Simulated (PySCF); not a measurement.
(1Z,3Z)-1,4-dichlorobuta-1,3-diene (C4H4Cl2), SMILES Cl/C=C\C=C/Cl.

The structure is a stationary point at PBE0-D3(BJ)/def2-SVP. One conformer was computed; it need not be the lowest.

Level of theory: TDDFT-ωB97X/def2-SVPD (PySCF 2.14.0).

Vertical excitations.  State labels are in the subgroup C2h.

| state | symmetry | energy (eV) | λ (nm) | f | main pairs |
|---|---|---|---|---|---|
| S1 | Bu | 5.28 | 235 | 0.700 | HOMO→LUMO 99 % |
| S2 | Au | 6.84 | 181 | 0.001 | HOMO→LUMO+1 45 %, HOMO→LUMO+5 16 %, HOMO→LUMO+3 14 %, HOMO→LUMO+11 7 % |
| S3 | Au | 6.92 | 179 | 0.000 | HOMO−3→LUMO 88 % |
| S4 | Ag | 6.95 | 179 | 0.000 | HOMO−1→LUMO 97 % |
| S5 | Bg | 6.99 | 177 | 0.000 | HOMO−2→LUMO 93 % |
| S6 | Bg | 7.06 | 176 | 0.000 | HOMO→LUMO+2 61 %, HOMO→LUMO+13 10 % |
| S7 | Bg | 7.32 | 169 | 0.000 | HOMO→LUMO+4 66 %, HOMO→LUMO+2 18 % |
| S8 | Au | 7.43 | 167 | 0.021 | HOMO→LUMO+3 44 %, HOMO→LUMO+1 35 %, HOMO→LUMO+5 11 % |
| T1 | Bu | 2.93 | 423 | 0 | HOMO→LUMO 91 % |
| T2 | Ag | 4.85 | 256 | 0 | HOMO−1→LUMO 54 %, HOMO→LUMO+6 28 %, HOMO−6→LUMO 11 % |
| T3 | Au | 6.39 | 194 | 0 | HOMO→LUMO+1 39 %, HOMO→LUMO+5 18 %, HOMO→LUMO+3 16 %, HOMO→LUMO+11 8 % |
| T4 | Bg | 6.61 | 187 | 0 | HOMO→LUMO+2 35 %, HOMO→LUMO+4 23 %, HOMO→LUMO+13 15 %, HOMO−1→LUMO+1 9 % |
Triplets are in the Tamm–Dancoff approximation, which puts them higher than full response would, so one can lie above its singlet here.
